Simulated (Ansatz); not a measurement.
`CC(O)F` + HI → `CC(F)I` + H₂O at 700 K and 1 bar (substitution at a C–O bond).

Calculated with Ansatz (gas phase, PBE0-D4/def2-TZVP geometries, no zero-point term in ΔE). CCSD(T)/CBS adds triple-zeta CCSD(T) − MP2 to the extrapolated MP2 energy (def2 sets, frozen cores). This one scheme is used for every species. def2 core potentials past Kr. For I outer-core shells are correlated without core-valence functions, which leaves a few kJ/mol of doubt a bond. One conformer a species, not always the lowest.

```json
{"species": "`CC(O)F`", "CCSD(T)/CBS energy (Eh)": "-254.08332", "H − E (kJ/mol)": "248.1", "S (J/(mol·K))": "371.2"}
{"species": "HI", "CCSD(T)/CBS energy (Eh)": "-298.03592", "H − E (kJ/mol)": "34.6", "S (J/(mol·K))": "231.7"}
{"species": "`CC(F)I`", "CCSD(T)/CBS energy (Eh)": "-475.73937", "H − E (kJ/mol)": "207.2", "S (J/(mol·K))": "394.5"}
{"species": "H₂O", "CCSD(T)/CBS energy (Eh)": "-76.37941", "H − E (kJ/mol)": "80.5", "S (J/(mol·K))": "218.4"}
```

H − E and S are ideal-gas, rigid-rotor, harmonic terms from PBE0-D4/def2-TZVP, for one conformer and one mirror image of each species. 1 Eh = 2625.50 kJ/mol, R = 8.31446 J/(mol·K).

By hand: ΔE, ΔH, ΔS and ΔG.

ΔE = (-475.73937) + (-76.37941) − (-254.08332) − (-298.03592) = 0.00046 Eh = 1.2 kJ/mol. Δ(H − E) = 207.2 + 80.5 − 248.1 − 34.6 = 5.0, so ΔH = 6.2 kJ/mol. ΔS = 394.5 + 218.4 − 371.2 − 231.7 = 10.0 J/(mol·K). ΔG = 6.2 − 700 × (10.0)/1000 = -0.8 kJ/mol.

By hand: the equilibrium constant, and the temperature at which ΔG would vanish if ΔH and ΔS stayed fixed.

log₁₀ K = −ΔG/(RT ln 10) = 0.1. ΔG = 0 at ΔH/ΔS = 620 K, though so small a ΔH makes that figure unsure.

TΔS isn't small against ΔH here. The sign of ΔG lies within the doubt. A doubt of 5 kJ/mol in ΔE shifts log₁₀ K by 0.4 here. Other conformers and mirror images would add mixing entropy, several J/(mol·K) or more a flexible species. These are equilibria of isolated gas molecules and say nothing of rates. Largest T1 diagnostic: 0.011 (customary marks: 0.02 for closed shells, 0.045 for open ones).
